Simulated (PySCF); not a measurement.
Compound: C3H7BF3P.
Z-matrix (Å and degrees, PBE0-D3(BJ)/def2-SVP geometry), rows numbered from 1:
```
B 
P   1  1.9061
C   2  1.8189  1  115.30
C   2  1.8159  1  116.27  3  -119.64
F   4  1.3351  2  114.88  1    73.68
C   4  1.3352  2  126.04  1  -102.99
F   6  1.3008  4  124.54  2   176.93
F   6  1.3070  4  123.02  2    -3.41
H   1  1.2246  2  102.38  3   -59.79
H   1  1.2226  2  103.49  3    58.69
H   1  1.2197  2  105.77  3   179.85
H   2  1.4162  1  116.56  3   122.74
H   3  1.0981  2  112.15  1   175.50
H   3  1.0993  2  107.59  1   -63.67
H   3  1.0990  2  108.39  1    53.43
```

Linear response at CAM-B3LYP/def2-SVPD (PySCF, frozen core in the response, non-relativistic).

Static isotropic polarisability: 84.09 au (12.46 Å³), principal values 71.6, 79.7, 100.9 au.

Task: What is the polarisability at 1064 nm and at the sodium D line?

Result: 84.89 au at 1064 nm (+1.0 %), 86.80 au at 589.3 nm (+3.2 %). The rise at 589.3 nm is 3.38 times that at 1064 nm; a pure ω² law gives 3.26. The lowest singlet lies at 194 nm, shorter than both wavelengths.

Task: What is the isotropic C6 coefficient between two such molecules, C6 = (3/π)∫α(iω)² dω?

Result: 2815 au (Eh·bohr⁶) by a ten-point quadrature over imaginary frequencies, which is 1680 eV·Å⁶ or 162 J·nm⁶/mol.

Task: Which effective excitation energy ω̄ makes London's formula C6 = (3/4)α²ω̄ exact here?

Result: ω̄ = 4·C6/(3α²) = 0.531 Eh = 14.4 eV. A one-pole form α(ω) = α/(1 − ω²/ω̄²) fitted to the 1064 nm value gives 12.0 eV. London's choice of the ionisation energy (10.03 eV, ΔSCF at the same level) gives C6 = 1950 au, 31 % too low.

Task: What three-body coefficient follows from the one-pole estimate C9 = (3/4)·α·C6?

Result: 178000 au. This is an estimate from the two numbers above, not a computed integral.

Task: What n − 1 at the D line would an ideal gas of it have at 273.15 K and 1 atm (2.6868 × 10¹⁹ cm⁻³), by n − 1 = 2π·N·α′?

Result: 21.71 × 10⁻⁴, a formal value whether or not that pressure can be reached.

Task: What molar refraction at the D line follows from R = (4π/3)·N_A·α′, with α′ the polarisability volume?

Result: α′ = 12.86 Å³ gives R = 32.44 cm³/mol, for isolated, non-vibrating species.

Task: The lowest 10 singlets have (eV, f): 6.38, 0.009; 6.94, 0.390; 7.18, 0.033; 7.56, 0.013; 7.63, 0.020; 7.70, 0.011; 7.76, 0.049; 7.80, 0.013; 7.86, 0.089; 8.04, 0.040. What share of the static polarisability do they carry in the sum over states α = Σ f/ω²?

Result: 9.49 au, 11.3 % of α; the largest term, 6.00 au, is that of the state at 6.94 eV. Their oscillator strengths add up to 0.67. Higher states carry the rest.

Task: How many electrons N does the Slater–Kirkwood formula C6 = (3/4)·√N·α^(3/2) need to give this C6?

Result: N = (4·C6/3)²/α³ = 23.7; the species has 72 electrons in all.

Task: How anisotropic is the static polarisability, by Δα² = ½[(α1 − α2)² + (α2 − α3)² + (α3 − α1)²]?

Result: Δα = 26.2 au, or 0.31 of the isotropic value.

One conformer stands for the species.
